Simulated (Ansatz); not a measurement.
Geometry optimisation of the cluster Ba₄S₄.

```yaml
crystal:
  periodic: [false, false, false]
  atoms:
    - {symbol: Ba, position_ang: [-1.371570, 1.063670, -2.347170]}
    - {symbol: Ba, position_ang: [2.888300, 1.439790, 0.228550]}
    - {symbol: Ba, position_ang: [0.865460, -1.920300, -0.563840]}
    - {symbol: Ba, position_ang: [-1.109590, -0.290810, 2.694410]}
    - {symbol: S, position_ang: [1.304650, 0.411010, -2.067130]}
    - {symbol: S, position_ang: [1.503270, -0.632250, 1.849140]}
    - {symbol: S, position_ang: [-1.943090, -1.101830, -0.189280]}
    - {symbol: S, position_ang: [-2.137420, 1.030720, 0.395320]}
basis:
  gaussian: {orbitals: def2-SVP}
hamiltonian: {xc: r2scan, dispersion: d4}
scf: {lower_state_search: "off"}
output: {orbitals: {seedname: orbitals}}
relax: {f_tol: 0.03, max_steps: 70}
```

```sh
$ ansatz run in.yaml --threads 4 --pin off --events-out ev --progress --plain --max-ram 6963MiB
```

Output, abridged:

```
Functional definition: r2SCAN
mean field -46109.37567630 eV, -1694.4883020465 hartree, gradient 8.3e-7 eV, S^2 0.000000; 0 other end points of the search recorded, 0 dependent functions left out
relax step   1: F+E_penalty+E_count = -46109.50300394 eV  Δ(F+E_penalty+E_count) = +0.000e0 eV  max|allowed force component| = 1.672e0 eV/Å  Δτ_max = 0.0000 Å  (36 SCF iters, accepted)
mean field -46109.84396205 eV, -1694.5055112306 hartree, gradient 2.0e-6 eV, S^2 0.000000; 0 other end points of the search recorded, 0 dependent functions left out
relax step   2: F+E_penalty+E_count = -46109.96809571 eV  Δ(F+E_penalty+E_count) = -4.651e-1 eV  max|allowed force component| = 1.738e0 eV/Å  Δτ_max = 0.1947 Å  (37 SCF iters, accepted)
mean field -46110.66549124 eV, -1694.5357018714 hartree, gradient 2.3e-6 eV, S^2 0.000000; 0 other end points of the search recorded, 0 dependent functions left out
relax step   3: F+E_penalty+E_count = -46110.78836363 eV  Δ(F+E_penalty+E_count) = -8.203e-1 eV  max|allowed force component| = 1.805e0 eV/Å  Δτ_max = 0.1949 Å  (36 SCF iters, accepted)
mean field -46111.50514680 eV, -1694.5665586440 hartree, gradient 1.9e-6 eV, S^2 0.000000; 0 other end points of the search recorded, 0 dependent functions left out
relax step   4: F+E_penalty+E_count = -46111.62731374 eV  Δ(F+E_penalty+E_count) = -8.390e-1 eV  max|allowed force component| = 1.731e0 eV/Å  Δτ_max = 0.1937 Å  (39 SCF iters, accepted)
mean field -46112.25486596 eV, -1694.5941103150 hartree, gradient 1.2e-6 eV, S^2 0.000000; 0 other end points of the search recorded, 0 dependent functions left out
relax step   5: F+E_penalty+E_count = -46112.37630584 eV  Δ(F+E_penalty+E_count) = -7.490e-1 eV  max|allowed force component| = 1.272e0 eV/Å  Δτ_max = 0.1940 Å  (31 SCF iters, accepted)
mean field -46112.87972915 eV, -1694.6170736139 hartree, gradient 2.6e-6 eV, S^2 0.000000; 0 other end points of the search recorded, 0 dependent functions left out
relax step   6: F+E_penalty+E_count = -46113.00149686 eV  Δ(F+E_penalty+E_count) = -6.252e-1 eV  max|allowed force component| = 9.077e-1 eV/Å  Δτ_max = 0.1941 Å  (25 SCF iters, accepted)
mean field -46113.30637968 eV, -1694.6327527315 hartree, gradient 1.9e-6 eV, S^2 0.000000; 0 other end points of the search recorded, 0 dependent functions left out
relax step   7: F+E_penalty+E_count = -46113.42860567 eV  Δ(F+E_penalty+E_count) = -4.271e-1 eV  max|allowed force component| = 6.438e-1 eV/Å  Δτ_max = 0.1954 Å  (25 SCF iters, accepted)
mean field -46113.58740772 eV, -1694.6430803215 hartree, gradient 1.7e-6 eV, S^2 0.000000; 0 other end points of the search recorded, 0 dependent functions left out
relax step   8: F+E_penalty+E_count = -46113.71029538 eV  Δ(F+E_penalty+E_count) = -2.817e-1 eV  max|allowed force component| = 7.598e-1 eV/Å  Δτ_max = 0.1997 Å  (25 SCF iters, accepted)
mean field -46113.88040995 eV, -1694.6538479549 hartree, gradient 1.1e-6 eV, S^2 0.000000; 0 other end points of the search recorded, 0 dependent functions left out
relax step   9: F+E_penalty+E_count = -46114.00429312 eV  Δ(F+E_penalty+E_count) = -2.940e-1 eV  max|allowed force component| = 8.253e-1 eV/Å  Δτ_max = 0.1905 Å  (25 SCF iters, accepted)
mean field -46114.19310647 eV, -1694.6653393401 hartree, gradient 1.3e-6 eV, S^2 0.000000; 0 other end points of the search recorded, 0 dependent functions left out
relax step  10: F+E_penalty+E_count = -46114.31787032 eV  Δ(F+E_penalty+E_count) = -3.136e-1 eV  max|allowed force component| = 8.693e-1 eV/Å  Δτ_max = 0.1950 Å  (25 SCF iters, accepted)
mean field -46114.48799656 eV, -1694.6761763511 hartree, gradient 3.2e-6 eV, S^2 0.000000; 0 other end points of the search recorded, 0 dependent functions left out
relax step  11: F+E_penalty+E_count = -46114.61358794 eV  Δ(F+E_penalty+E_count) = -2.957e-1 eV  max|allowed force component| = 6.856e-1 eV/Å  Δτ_max = 0.1986 Å  (24 SCF iters, accepted)
mean field -46114.65670306 eV, -1694.6823762004 hartree, gradient 3.0e-6 eV, S^2 0.000000; 0 other end points of the search recorded, 0 dependent functions left out
relax step  12: F+E_penalty+E_count = -46114.78410017 eV  Δ(F+E_penalty+E_count) = -1.705e-1 eV  max|allowed force component| = 1.367e-1 eV/Å  Δτ_max = 0.2000 Å  (24 SCF iters, accepted)
mean field -46114.66370744 eV, -1694.6826336067 hartree, gradient 1.8e-6 eV, S^2 0.000000; 0 other end points of the search recorded, 0 dependent functions left out
relax step  13: F+E_penalty+E_count = -46114.79089769 eV  Δ(F+E_penalty+E_count) = -6.798e-3 eV  max|allowed force component| = 1.485e-2 eV/Å  Δτ_max = 0.0345 Å  (20 SCF iters, accepted)
Total energy: -46114.79093213 eV, -1694.6873090277 hartree
Atom 0 at    -1.579281     0.771072    -1.898793 Å, force    -0.003629     0.000894    -0.000464 eV/Å
Atom 1 at     1.825296     1.789831     0.382072 Å, force     0.000145     0.002644     0.000462 eV/Å
Atom 2 at     1.114801    -2.239926    -0.660105 Å, force     0.004681    -0.001347    -0.000910 eV/Å
Atom 3 at    -1.360805    -0.321640     2.176636 Å, force    -0.004191     0.000420     0.001753 eV/Å
Atom 4 at     1.330188     0.314543    -2.131066 Å, force     0.006708     0.001988     0.002798 eV/Å
Atom 5 at     1.544105    -0.755154     1.859107 Å, force     0.006307     0.003342    -0.002135 eV/Å
Atom 6 at    -1.783060    -1.751340    -0.374099 Å, force    -0.014851    -0.006449    -0.000864 eV/Å
Atom 7 at    -1.091234     2.192614     0.646248 Å, force     0.004831    -0.001492    -0.000641 eV/Å
Dipole moment:    -0.000660    -0.002382    -0.000697 e Å
Checks for a lower state left out: stability, starts, cluster_reference, orbital_swaps, neighbouring_geometries, increment
```

Run time 97 s (4 threads of Arm Neoverse V2 on a shared host).

In the def2 sets Ba takes a core potential; there is no spin–orbit coupling. The structure comes from a short search, and lower isomers may exist.
